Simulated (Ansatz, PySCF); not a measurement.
Reaction R1 + R2 → 2 P1, each structure at its B3LYP-D3(BJ)/def2-TZVP stationary point, reached from a drawn start (curvature not checked).
R1, Br2 (SMILES BrBr) (charge 0, multiplicity 1):
```xyz
2

Br     0.00000     0.00000    -1.15787
Br     0.00000     0.00000     1.15787
```
R2, I2 (SMILES II) (charge 0, multiplicity 1, Z-matrix in Å and degrees):
```
I
I 1 2.6947
```
P1: BrI (SMILES BrI), charge 0, multiplicity 1.

P less R. No zero-point or thermal terms; no spin–orbit coupling.

Frozen-core correlation throughout. In cc and def2 sets filled d and f shells under p-block atoms count as core.

Run with Ansatz (Gaussian orbitals); PySCF for the D3/D4 terms. Each number belongs to the level named beside it. Elements past Kr take the def2 small-core potentials, without spin–orbit coupling.

Estimate the reaction energy that PBE0-D3(BJ)/def2-TZVPP returns for this input.

-2.1 kcal/mol

Estimate the reaction energy that BLYP-D4/def2-TZVPP returns for this input.

-2.4 kcal/mol

Give the reaction energy at the level CCSD(T)/def2-SVP.

-2.0 kcal/mol

Ansatz is a first-principles code.
